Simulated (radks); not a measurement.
Values are calculated unless marked as measured or tabulated.
Question: V4+, configuration [Ne] 3s1.75 3p6 3d1 4f0.25 (fractional occupations, a model configuration). Level of theory: scalar-relativistic Kohn-Sham, LDA (Slater exchange, Perdew-Wang correlation), spin-unpolarised, spherical densities, point nucleus (a radial shooting solver on a logarithmic mesh with Libxc functionals). Some entries of the table are withheld. Estimate them.

orbital  occ.  eigenvalue (hartree)  <r^2> (bohr^2)
1s          2             -198.8837        0.005959
2s          2                   (1)          0.1128
2p          6             -20.74266             (2)
3s       1.75                   (3)          0.9700
3p          6              -3.66409           1.079
3d          1              -2.15379           1.359
4f       0.25                   (4)           15.25

Answer: 
(1) 2s eigenvalue (hartree): -24.35606
(2) 2p <r^2> (bohr^2): 0.09277
(3) 3s eigenvalue (hartree): -4.64263
(4) 4f eigenvalue (hartree): -0.62558
